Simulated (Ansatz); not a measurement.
Species: GeCl2, charge 1, doublet. GeCl2+ (parent SMILES [Cl][Ge][Cl], doublet).
B3LYP-D3(BJ)/def2-TZVP minimum from Ansatz (a program for electronic structure):
```xyz
3

Ge     0.0006    -0.0052     0.5407
Cl     1.1761     1.3934    -0.4968
Cl    -1.1771    -1.3837    -0.5209
```
Charge +1, spin multiplicity 2.

Total energies in def2-SVP, 17 correlated electrons, 24 frozen orbitals. Open shells are spin-unrestricted; no spin-orbit coupling. Cores are frozen in correlated methods (noble-gas shells, and filled d and f shells in the p block). No relativity. The spin of Cl2Ge+ (parent SMILES [Cl][Ge][Cl], doublet) was assumed, and the state is the lowest solution found for it.

```json
[
 {"method": "HF", "program": "Ansatz", "energy (Eh)": "-2993.55898", "minus CCSDT(Q) (mEh)": "367.95"},
 {"method": "MP2", "program": "Ansatz", "energy (Eh)": "-2993.88255", "minus CCSDT(Q) (mEh)": "44.38"},
 {"method": "CCSD", "program": "Ansatz", "energy (Eh)": "-2993.91297", "minus CCSDT(Q) (mEh)": "13.96"},
 {"method": "CCSD(T)", "program": "Ansatz", "energy (Eh)": "-2993.92450", "minus CCSDT(Q) (mEh)": "2.43"},
 {"method": "CCSDT(Q)", "program": "Ansatz", "energy (Eh)": "-2993.92693", "minus CCSDT(Q) (mEh)": "0.00"}
]
```

Rough core times of Ansatz's runs on a shared machine: CCSD(T) under 20 s, CCSDT(Q) 4 min.
